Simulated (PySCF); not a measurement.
C₂F₄, singlet, at a GFN2-xTB geometry; B3LYP/STO-3G (PySCF).

The PySCF input:
```python
from pyscf import gto, scf, dft

mol = gto.Mole()
mol.atom = '''
    C    -0.001053    0.002480    0.664375
    C     0.001053   -0.002480   -0.664375
    F     0.002738    1.101181    1.396572
    F    -0.007178   -1.090724    1.404739
    F     0.007178    1.090724   -1.404739
    F    -0.002738   -1.101181   -1.396572
'''
mol.basis = 'sto-3g'
mol.charge = 0
mol.spin = 0
mol.verbose = 4
mol.symmetry = True
mol.build()

mf = dft.RKS(mol)
mf.xc = 'b3lyp'
mf.irrep_nelec = {'Ag': 12, 'B1g': 2, 'B2g': 0, 'B3g': 8, 'Au': 2, 'B1u': 10, 'B2u': 8, 'B3u': 6}
mf.kernel()
mf.analyze()
```

It wrote (shortened):

```
PySCF version 2.14.0

[INPUT] verbose = 4
[INPUT] num. atoms = 6
[INPUT] num. electrons = 48
[INPUT] charge = 0
[INPUT] spin (= nelec alpha-beta = 2S) = 0
[INPUT] symmetry True subgroup None
[INPUT] Mole.unit = angstrom
[INPUT] Symbol           X                Y                Z      unit          X                Y                Z       unit  Magmom
[INPUT]  1 C     -0.001053000000   0.002480000000   0.664375000000 AA   -0.001989881609   0.004686520789   1.255486794008 Bohr   0.0
[INPUT]  2 C      0.001053000000  -0.002480000000  -0.664375000000 AA    0.001989881609  -0.004686520789  -1.255486794008 Bohr   0.0
[INPUT]  3 F      0.002738000000   1.101181000000   1.396572000000 AA    0.005174070129   2.080930503575   2.639138593236 Bohr   0.0
[INPUT]  4 F     -0.007178000000  -1.090724000000   1.404739000000 AA   -0.013564454122  -2.061169637490   2.654571986495 Bohr   0.0
[INPUT]  5 F      0.007178000000   1.090724000000  -1.404739000000 AA    0.013564454122   2.061169637490  -2.654571986495 Bohr   0.0
[INPUT]  6 F     -0.002738000000  -1.101181000000  -1.396572000000 AA   -0.005174070129  -2.080930503575  -2.639138593236 Bohr   0.0

nuclear repulsion = 243.612883508379
point group symmetry = D2h
symmetry origin: [0.00000000e+00 0.00000000e+00 7.40148683e-17]
symmetry axis x: [ 0.99998851 -0.0045179   0.00160182]
symmetry axis y: [ 0.00452384  0.99998283 -0.00372531]
symmetry axis z: [-0.00158496  0.00373251  0.99999178]
num. orbitals of irrep Ag = 7
num. orbitals of irrep B1g = 1
num. orbitals of irrep B2g = 2
num. orbitals of irrep B3g = 5
num. orbitals of irrep Au = 1
num. orbitals of irrep B1u = 7
num. orbitals of irrep B2u = 5
num. orbitals of irrep B3u = 2
number of shells = 18
number of NR pGTOs = 90
number of NR cGTOs = 30
basis = sto-3g
ecp = {}

******** <class 'pyscf.dft.rks_symm.SymAdaptedRKS'> ********
method = SymAdaptedRKS
initial guess = minao
damping factor = 0
level_shift factor = 0
DIIS = <class 'pyscf.scf.diis.CDIIS'>
diis_start_cycle = 1
diis_space = 8
diis_damp = 0
SCF conv_tol = 1e-09
SCF conv_tol_grad = None
SCF max_cycles = 50
direct_scf = True
direct_scf_tol = 1e-13
XC library pyscf.dft.libxc version 7.1.2
    S. Lehtola, C. Steigemann, M. J. T. Oliveira, and M. A. L. Marques,  SoftwareX 7, 1–5 (2018)
XC functionals = b3lyp
    P. J. Stephens, F. J. Devlin, C. F. Chabalowski, and M. J. Frisch,  J. Phys. Chem. 98, 11623 (1994)
radial grids:
    Treutler-Ahlrichs [JCP 102, 346 (1995); DOI:10.1063/1.469408] (M4) radial grids

becke partition: Becke, JCP 88, 2547 (1988); DOI:10.1063/1.454033
pruning grids: <function nwchem_prune>
grids dens level: 3
symmetrized grids: True
atomic radii adjust function: <function treutler_atomic_radii_adjust>
small_rho_cutoff = 0
Traceback (most recent call last):
  File "input.py", line 22, in <module>
  File "<string>", line 2, in kernel
  File "site-packages/pyscf/scf/hf.py", line 2090, in scf
  File "site-packages/pyscf/scf/hf_symm.py", line 475, in build
  File "site-packages/pyscf/scf/hf_symm.py", line 255, in check_irrep_nelec
ValueError: More electrons than orbitals for irrep B3u nelec = 3 + 3, norb = 2
```

The program refused the input.
